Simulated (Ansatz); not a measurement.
The cluster SeS₄⁺, 5 atoms. Hardware: 4 threads of Arm Neoverse V1 on a shared host.

Correlated methods freeze 29 core orbitals; core or outer-core shells of Se are correlated, in sets that lack core-valence functions. In CCSD on the charge 1 doublet the largest single amplitude is 0.20, so its Hartree–Fock determinant may place the open shell otherwise than the density functionals do.

Task: How many basis functions does each of these Ansatz runs have, and roughly what does it cost? MP2/def2-TZVP, charge 1 doublet, energy, from earlier orbitals; PBE-D4/def2-SVP, charge 1 doublet, energy with a search over starts; HF/STO-3G, charge 1 doublet, energy; PBE0-D4/def2-SVP, charge 1 doublet, energy, from earlier orbitals; PBE0-D4/def2-TZVP, charge 1 doublet, energy, from earlier orbitals; CCSD(T)/def2-SVP, charge 1 doublet, energy, from earlier orbitals; PBE-QIDH/def2-TZVP, charge 1 doublet, energy, from earlier orbitals; PBE-D4/def2-SVP, charge 1 doublet, relaxation, 32 steps; r2SCAN-D4/def2-TZVP, charge 1 doublet, energy, from earlier orbitals; ωB97M-V/def2-TZVP, charge 1 doublet, energy, from earlier orbitals; BHLYP-D4/def2-TZVP, charge 1 doublet, energy, from earlier orbitals; PBE-D4/def2-SVP, charge 1 doublet, energy, from earlier orbitals.

Result: Other jobs shared the machine, so times can vary by a factor of up to 3. A dash marks memory too small to be measured apart from the calling script's.

```csv
run,functions,fitting or Cholesky vectors,wall time,peak host memory (GiB)
"HF/STO-3G, charge 1 doublet, energy",54,565,0.65 s,–
"PBE-D4/def2-SVP, charge 1 doublet, energy, from earlier orbitals",104,1166,1.6 s,–
"PBE0-D4/def2-SVP, charge 1 doublet, energy, from earlier orbitals",104,949,2.7 s,–
"PBE-D4/def2-SVP, charge 1 doublet, energy with a search over starts",104,1166,6 s,–
"MP2/def2-TZVP, charge 1 doublet, energy, from earlier orbitals",196,1209,7 s,0.61
"PBE0-D4/def2-TZVP, charge 1 doublet, energy, from earlier orbitals",196,1496,8.5 s,0.93
"r2SCAN-D4/def2-TZVP, charge 1 doublet, energy, from earlier orbitals",196,1431,9.5 s,–
"BHLYP-D4/def2-TZVP, charge 1 doublet, energy, from earlier orbitals",196,1209,11 s,0.78
"PBE-QIDH/def2-TZVP, charge 1 doublet, energy, from earlier orbitals",196,1209,14 s,0.65
"CCSD(T)/def2-SVP, charge 1 doublet, energy, from earlier orbitals",104,949,17 s,0.67
"PBE-D4/def2-SVP, charge 1 doublet, relaxation, 32 steps",104,1166,38 s,–
"ωB97M-V/def2-TZVP, charge 1 doublet, energy, from earlier orbitals",196,1451,50 s,1.7
```
